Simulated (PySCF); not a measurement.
Delta-SCF ions had no search for a lower state. Excitations are Tamm–Dancoff values on a coarser integration grid. The basis has no diffuse functions, so Rydberg states are missing or too high.

Cartesian coordinates (Å):
```xyz
13

C     -2.4176    -0.5622     0.2852
C     -1.1111    -0.3890     0.1558
C     -0.4221     0.8659    -0.1232
Cl    -1.4390     2.2754    -0.2994
C      0.8963     0.9953    -0.2476
Si     2.1395    -0.3837    -0.0944
H     -2.8239    -1.5418     0.4932
H     -3.1133     0.2589     0.1886
H     -0.4548    -1.2458     0.2618
H      1.2764     1.9884    -0.4565
H      1.9164    -1.4259    -1.1208
H      3.4865     0.1937    -0.2779
H      2.0667    -1.0292     1.2350
```
Charge 0, spin multiplicity 1.

### Question
Give the vertical ionisation energy (Delta-SCF), dipole moment, HOMO–LUMO gap, LUMO and brightest of the four lowest singlets (TDA) at the level CAM-B3LYP-D3(BJ)/def2-TZVP (PySCF).

### Answer

The vertical ionisation energy (Delta-SCF) is 9.07 eV. The dipole moment comes out as 0.97 D, the HOMO–LUMO gap comes out as 7.84 eV and the LUMO comes out as -0.57 eV. The brightest of the four lowest singlets (TDA) is 5.68 eV.
